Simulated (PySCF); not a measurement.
Ground-state electric properties of a mixed set of molecules.

All values: CAM-B3LYP/def2-SVPD (PySCF) at PBE0-D3(BJ)/def2-SVP geometries, gas phase, one conformer each. Core orbitals are frozen in the response; Δα² is half the sum of the squared differences of the principal polarisabilities. Atoms past krypton carry effective core potentials. The calculation is non-relativistic apart from the core potentials, for bromine too.

Problem. Rank by vertical ionisation energy (ΔSCF), highest first.
A. `FC(F)OB1CCCC1`
B. `O=C1CCSC1`
C. `Cc1cccc(C#N)n1`

Solution. A (10.53 eV), C (9.77 eV), B (9.05 eV).

Problem. Rank by mean static polarisability, highest first.
A. `C=[CH][Sn]([CH3])([CH]=C)[CH]=C`
B. `O=C1CCSC1`
C. `C#CCCBr`
D. `N#Cc1ccccc1O`
E. `FC(F)OB1CCCC1`
F. `C1=CC=C2OC=NC2=C1`

Solution. A (18.36 Å³), D (13.24 Å³), F (12.76 Å³), E (11.18 Å³), C (10.34 Å³), B (9.95 Å³).

Problem. Rank by HOMO energy, lowest first.
A. `Cc1cccc(C#N)n1`
B. `N#Cc1ccccc1O`
C. `FC(F)OB1CCCC1`
D. `C#CCCBr`
E. `C1=CC=C2OC=NC2=C1`
F. `C=[CH][Sn]([CH3])([CH]=C)[CH]=C`

Solution. C (-9.77 eV), D (-9.37 eV), A (-9.09 eV), F (-8.71 eV), B (-8.46 eV), E (-8.30 eV).

All values together:

```
                         SMILES   formula  μ (D)  HOMO (eV)  LUMO (eV)  α (Å³)  Δα (Å³)  electrons  α per electron (Å³)  ΔSCF removal energy (eV)
                        C#CCCBr    C4H5Br   1.44      -9.37       0.52   10.34     6.78         64                0.162                         –
C=[CH][Sn]([CH3])([CH]=C)[CH]=C   C7H12Sn   0.14      -8.71       0.70   18.36     3.87        104                0.177                         –
                 Cc1cccc(C#N)n1    C7H6N2   6.03      -9.09      -0.88   13.68     9.24         62                0.221                      9.77
                  c1ccc2ocnc2c1    C7H5NO   1.38      -8.30       0.00   12.76     8.87         62                0.206                      9.02
                      O=C1CCSC1    C4H6OS   2.01      -8.12       0.19    9.95     2.97         54                0.184                      9.05
                  FC(F)OB1CCCC1  C5H9BF2O   2.40      -9.77       0.79   11.18     2.98         70                0.160                     10.53
                   N#Cc1ccccc1O    C7H5NO   3.61      -8.46      -0.64   13.24     9.53         62                0.214                         –
```

Conformers: `[CH:1]#[C:2][CH2:3][CH2:4][Br:5]` with C2–C3–C4–Br5 180°; `C=[CH][Sn]([CH3])([CH]=C)[CH]=C`; `[O:1]=[C:2]1[CH2:3][CH2:4][S:5][CH2:6]1` with O1–C2–C3–C4 -159°, C2–C3–C4–S5 -37°, C3–C4–S5–C6 35°, C4–S5–C6–C2 -23°; `[F:1][CH:2]([F:3])[O:4][B:5]1[CH2:6][CH2:7][CH2:8][CH2:9]1` with F1–C2–O4–B5 69°, C2–O4–B5–C6 -179°, O4–B5–C6–C7 170°, B5–C6–C7–C8 30°, C6–C7–C8–C9 -40°, C7–C8–C9–B5 31°; `[N:1]#[C:2][c:3]1[cH:4][cH:5][cH:6][cH:7][c:8]1[OH:9]` with C7–C8–O9–H 180°.

A dash marks a removal energy that wasn't run or isn't settled.

Problem. How closely does the mean polarisability follow the number of electrons in this set?

Solution. The correlation coefficient is 0.85; α per electron runs from 0.160 to 0.221 Å³.
